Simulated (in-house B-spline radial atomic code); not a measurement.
**Mo7+: [Ar] 3d9 4s2 4p5 6g1 (an excited or competing configuration)**

Level of theory: Dirac-Hartree-Fock, average of configuration, Fermi nucleus of rms radius 4.4091 fm; calculated with an all-electron radial atomic-structure program (B-spline basis).

Z_r = [3n² - l(l+1)]/(2<r>); Z_e = n√(-2ε); the last column is Slater's effective charge. Values are occupation-weighted means over j. An effective charge above Z reflects the relativistic contraction of the inner shells.

```
shell  electrons   ε (eV)  <r> (bohr)    Z_r    Z_e  Slater
   1s          2   -20279     0.03516  42.67  38.61   41.70
   2s          2  -3075.5       0.153  39.23  30.07   37.85
   2p          6  -2760.9      0.1338  37.38  28.49   37.85
   3s          2  -675.15      0.4217  32.02  21.13   30.75
   3p          6  -568.18      0.4231  29.55  19.39   30.75
   3d          9  -397.74      0.4043  25.97  16.22   21.20
   4s          2  -197.91        1.02  23.52  15.26   15.45
   4p          5  -163.68       1.089  21.13  13.87   15.45
   6g          1  -24.391       5.414   8.13   8.03       -
```

The least bound orbital is 6g7/2 at -24.39 eV, and it is also the most diffuse (<r> = 5.414 bohr). The part-filled 3d shell lies below the filled 4s shell in orbital energy.

Spin-orbit splittings of the orbital energies (j = l + 1/2 above j = l - 1/2 when positive): 2p 107.3 eV, 3p 18.78 eV, 3d 3.543 eV, 4p 3.431 eV, 6g -0.0003432 eV.

For the 1s electron the small component carries 2.35 % of the norm, the zero-frequency Breit interaction raises the level by 38.78 eV, self-energy by 21.15 eV, and vacuum polarisation lowers it by 2.443 eV.
